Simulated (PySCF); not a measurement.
Assigning NMR signals

Structure with atom numbers: `[CH3:1][CH:2]([CH3:3])[c:4]1[cH:5][cH:6][p:7][cH:8][cH:9]1`. Each H is labelled by its parent atom.

- GFN2-xTB geometry
- σ from GIAO-PBE0/pcSseg-1
- code: PySCF 2.14.0 with density-fitted response routines
- no relativistic terms, averaged over atoms made equivalent by symmetry, fast rotation or ring inversion, single conformer, no solvent model

Scale: TMS for 13C (σ = 186.93 ppm), 1H (σ = 31.72 ppm) (reference shieldings calculated alike).

(1) Assign these signals to the numbered atoms. 13C{1H} NMR (computed): δ 166.0 (CH), 155.9 (C), 137.7 (CH), 42.4 (CH), 27.0 (CH3).

(2) Assign these signals to the numbered atoms. 1H NMR (400 MHz, computed): δ 9.23 (m, 2H), 8.10 (m, 2H), 2.75 (sept, 1H), 1.33 (d, 6H).

## Answers

(1) 
```tsv
δ (ppm)	atoms	environment	reason
166.0	C6/C8	aromatic CH	–
155.9	C4	substituted aromatic carbon	–
137.7	C5/C9	aromatic CH	the aromatic region
42.4	C2	sp3 CH on an aromatic ring	a saturated carbon with 3 carbon neighbours and no heteroatom attached
27.0	C1/C3	methyl carbon	saturated and bonded to C and H only
```

(2) 
9.23 → H(C6)/H(C8), hydrogen on an aromatic CH: ring-current deshielding
8.10 → H(C5)/H(C9), hydrogen on an aromatic CH
2.75 → H(C2), hydrogen on an sp3 CH on an aromatic ring: benzylic-type position, deshielded by the ring
1.33 → H(C1)/H(C3), hydrogen on a methyl carbon

Splittings by 31P in the carbon and heteronuclear signals aren't shown, as no couplings were computed. Shifts are as computed. Against solution values, carbons near 30 ppm lie about +3 ppm off and those near 130 ppm about +5 ppm. Of 1211 compounds with measured shifts, 218 miss one by over three times the rms of a fit or turn the order of signals round; such compounds aren't used in these exercises. No couplings were computed; multiplicities are counted from neighbouring protons, with m where these are inequivalent, close in shift, in a saturated or five-membered ring or joined by F or P, and br s for small geminal =CH2 splittings.
